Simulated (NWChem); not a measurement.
System: C₂H₄ClFSi; SMILES F/C=C(/[SiH3])Cl

Results from NWChem. Pople sets run with spherical d functions. Medium grid unless said otherwise, to which SCAN and Minnesota functionals are sensitive. The geometry was optimised at PBE0/def2-SVP.

For level CAM-B3LYP/6-31G*:

```
Item                         Result
---------------------------  ------
highest occupied level (eV)   -8.57
orbital gap (eV)               9.61
dipole (D)                     2.08
```

Task: Estimate the same quantities for level r2SCAN/6-31G*.

Result: 
| Item | Result |
|---|---|
| highest occupied level (eV) | -6.35 |
| orbital gap (eV) | 5.32 |
| dipole (D) | 1.96 |
